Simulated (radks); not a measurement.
In XXXI, configuration [Ar] 3d1. All-electron calculation, Dirac Kohn-Sham, PBEsol, spin-unpolarised, spherical densities, point nucleus; open shells are shared between the two j in proportion to 2j + 1. Program: a radial shooting solver on a logarithmic mesh with Libxc functionals.

Radial electron density D(r) = 4 pi r^2 rho(r):

r (bohr)  D(r) (e/bohr)
0.003055          9.642
0.003417          11.47
0.003821          13.59
0.00424           15.84
0.004743          18.59
0.005305          21.68
0.005934          25.14
0.006584          28.65
0.007364          32.72
0.008237          37.05
0.009213          41.54
0.01022           45.75
0.01143           50.17
0.01279           54.30
0.01431           57.94
0.01587           60.69
0.01775           62.79
0.01986           63.88
0.02204           63.92
0.02465           62.99
0.02757           61.27
0.03083           59.12
0.03421           57.21
0.03827           55.80
0.0428            55.62
0.04788           57.08
0.05312           60.00
0.05942           64.53
0.06646           69.71
0.07375           74.06
0.08249           76.94
0.09226           76.74
0.1032            72.76
0.1145            65.85
0.1281            56.06
0.1433            45.79
0.1602            37.30
0.1778            32.53
0.1989            31.26
0.2224            33.06
0.2488            35.80
0.2761            37.04
0.3088            35.36
0.3454            30.29
0.3832            23.52
0.4286            15.76
0.4794            9.158
0.5363            4.559
0.595             2.053
0.6656           0.7281
0.7444           0.2109
0.8327          0.04876
0.9239          0.01002
1.033          0.001399

D(r) has 3 maxima, at r = 0.0210, 0.0865, 0.276 bohr, and minima at 0.0411, 0.196 bohr, inside which lie 2.04, 10.61 electrons.
